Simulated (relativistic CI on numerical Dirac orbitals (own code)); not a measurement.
**Sr V: sensitivity of the levels to the model**

Base calculation: Dirac-Coulomb-Breit CI, orbitals from a KLI potential per configuration, model QED, valence Slater integrals scaled by 0.85, P86 correlation energy added to each configuration.

Configurations in the expansion (outside the closed core [Ar] 3d10): 4s2 4p4, 4s 4p5, 4s2 4p3 4d, 4p6, 4s2 4p3 4f, 4s 4p4 4d, 4s2 4p3 5s, 4s2 4p3 5p, 4s 4p4 4f, 4s2 4p3 5d, 4s2 4p3 6s, 4s2 4p3 6p, 4s2 4p3 5f, 4p5 4d, 4s2 4p3 6d, 4s2 4p3 5g, 4s 4p4 5s, 4s2 4p3 7s, 4s 4p3 4d2, 4s2 4p3 7p, 4s2 4p2 4d 4f, 4s2 4p3 6f, 4s 4p4 5p, 4s 4p4 5d, 4s 4p4 6s, 4s2 4p2 4d 5p, 4s 4p4 6p, 4p5 4f, 4s 4p3 5p2, 4s2 4p2 4d2, 4s2 4p 4d3, 4s2 4p 4d2 4f, 4s 4p2 4d3, 4s2 4p 4d2 5s, 4s2 4p 4d2 5p, 4s2 4p2 4f2, 4s2 4p 4d 4f2, 4s2 4p 4f3, 4s 4p2 4d 4f2, 4s2 4p 4f2 5s, 4s2 4p 4f2 5p, 4s2 4p2 4d 5s, 4s2 4p 4d 4f 5s, 4s 4p2 4d2 5s, 4s2 4p 4d 5s2, 4s2 4p 4d 5s 5p. Double excitations out of closed p, d and f shells are left out; levels of such configurations are missing from the list, as are those of other unlisted configurations, and high levels can miss mixing partners. These lack a partner that the ground configuration has and come out too high: 4s 4p4 4f, 4s2 4p3 5d, 4s2 4p3 6s, 4s2 4p3 6p, 4s2 4p3 5f.

The lowest level and the first level of each name with at least 55 % of one term (blank where a level has no safe partner in the second run):

| Level | Base (cm⁻¹) | Shift (cm⁻¹) |
| --- | --- | --- |
| 4s2 4p4 3P_2 | 0.0 | 0.0 |
| 4s2 4p4 3P_1 | 8181.7 | -8181.7 |
| 4s2 4p4 3P_0 | 8443.2 | -8443.2 |
| 4s2 4p4 1D_2 | 19802.5 | -6107.1 |
| 4s2 4p4 1S_0 | 41832.9 | -8316.3 |
| 4s 4p5 3P°_2 | 157216.7 | -12259.0 |
| 4s 4p5 3P°_1 | 163093.3 | -18135.6 |
| 4s 4p5 3P°_0 | 166988.9 | -22031.1 |
| 4s2 4p3 4d 5D°_0 | 205081.0 | -7597.4 |
| 4s2 4p3 4d 5D°_1 | 205214.7 | -7731.1 |
| 4s2 4p3 4d 5D°_2 | 205256.7 | -7773.1 |
| 4s2 4p3 4d 5D°_3 | 205309.7 | -7826.1 |
| 4s2 4p3 4d 5D°_4 | 205787.6 | -8304.0 |
| 4s2 4p3 4d 3D°_2 | 216470.8 | -5990.0 |
| 4s2 4p3 4d 3D°_3 | 218851.7 | -8370.9 |
| 4s2 4p3 4d 3D°_1 | 219722.8 | -9242.0 |
| 4s2 4p3 4d 3F°_2 | 223321.0 | -6676.5 |
| 4s2 4p3 4d 1S°_0 | 224521.8 | -8560.8 |
| 4s2 4p3 4d 3F°_3 | 225137.1 | -8492.6 |
| 4s2 4p3 4d 3F°_4 | 227600.7 | -10956.2 |
| 4s2 4p3 4d 3G°_3 | 233028.5 | -6921.0 |
| 4s2 4p3 4d 3G°_4 | 233962.1 | -7854.7 |

At this charge configurations can still be misplaced by up to about 7 % of their energy. 59 of the 69 excited levels that our extract of the measured tables holds in this range could be paired (the sources list more); they are missed by 3994 cm⁻¹ on average and 10573 at most, and levels without a partner can miss by more.

Problem. One thing was changed in a second run, which moved the levels as shown. Which?
A. non-relativistic limit
B. configuration mixing switched off
C. QED terms removed
D. Slater integrals left unscaled
E. self-excluded LDA correlation estimate
F. Breit term removed

Solution. A. Non-relativistic limit. Without relativity the fine structure collapses and s electrons lose their extra binding.

LS names give the leading component of a level, which can be under half, so a name can repeat, a term be missing and a line seem to break the LS rules.
